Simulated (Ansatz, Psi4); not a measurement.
## CuF (SMILES [F][Cu]): from total energies to a heat of formation

The species is CuF (2 atoms), meant as a singlet with charge 0. As SMILES, `[F][Cu]`. The shape is that of a PBE0-D4/def2-TZVP optimisation.

| atom | x (Å) | y (Å) | z (Å) |
| --- | --- | --- | --- |
| F | 0.7510 | -0.2689 | 0.3771 |
| Cu | -0.7510 | 0.2689 | -0.3771 |

Total energies at BHLYP/def2-TZVPP (Psi4 1.11); the atoms run unrestricted:

```tsv
species	state	energy (Eh)
CuF	singlet	-1740.309655
F	doublet	-99.744669
Cu	doublet	-1640.433509
```

Harmonic wavenumbers at PBE0-D4/def2-TZVP, in cm⁻¹: 593.

Measured heats of formation of the gaseous atoms at 298.15 K, in kJ/mol: F 79.4, Cu 337.6. Spin-orbit lowering of the atoms at 298 K (mean of the ground term's levels less their thermal mean, from spectra), in kJ/mol: F 1.29. Take 1 Eh = 2625.50 kJ/mol, 1 cm⁻¹ = 0.0119627 kJ/mol, RT = 2.479 kJ/mol.

Q: What heat of formation follows?

A: 
1. Electronic atomisation energy: (-99.744669) + (-1640.433509) − (-1740.309655) = 0.131477 Eh = 345.2 kJ/mol.
2. Zero-point energy: half the sum of the wavenumbers, 296.5 cm⁻¹ = 3.5 kJ/mol.
3. Thermal vibrational enthalpy, Σ hcν̃/(exp(hcν̃/kT) − 1): 0.4 kJ/mol. Translation, rotation and pV of a linear molecule: 3.5 RT = 8.7 kJ/mol.
4. The 2 free atoms carry 5/2 RT each: 12.4 kJ/mol.
5. Spin-orbit coupling lowers the free atoms by 1.29 = 1.3 kJ/mol.
6. Atomisation enthalpy at 298 K: 345.2 − 1.3 − 3.5 − 0.4 − 8.7 + 12.4 = 343.7 kJ/mol.
7. Sum of the atoms' heats of formation: 417.0 kJ/mol. Heat of formation: 417.0 − 343.7 = +73.3 kJ/mol.

The tabulated value is -12.6 kJ/mol (NIST-JANAF tables), so this level is off by +85.9 kJ/mol, or 20.0 % of the atomisation enthalpy that the table implies (429.5 kJ/mol). Hybrids with much exact exchange underbind. Relativity is left out. Anharmonicity and any spin-orbit splitting of the molecule are left out.
